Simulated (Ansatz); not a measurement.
Basis-set series for `FC1(Cl)[CH2][AlH][O]1`. The species carries charge 0 and has multiplicity 1. The geometry is a stationary point of PBE0-D4/def2-TZVP.

```tsv
functional	basis	functions	energy (Eh)	HOMO (eV)	LUMO (eV)
PBE0-D4	def2-TZVPP	250	-955.34525	-8.13	-1.49
PBE0-D4	def2-QZVPP	458	-955.37981	-8.16	-1.54
ωB97M-V	def2-TZVPP	250	-955.76157	-10.36	0.10
ωB97M-V	def2-QZVPP	458	-955.79436	-10.39	-0.10
```

Task: Give the rows for def2-SVP. (An estimate is asked.)

Result: The calculation gave: 
```json
{"functional": "PBE0-D4", "basis": "def2-SVP", "functions": "107", "energy (Eh)": "-954.80072", "HOMO (eV)": "-8.03", "LUMO (eV)": "-1.39"}
{"functional": "ωB97M-V", "basis": "def2-SVP", "functions": "107", "energy (Eh)": "-955.21218", "HOMO (eV)": "-10.23", "LUMO (eV)": "0.30"}
```

Positive LUMOs are unbound and depend on the basis.

All numbers were calculated with Ansatz.
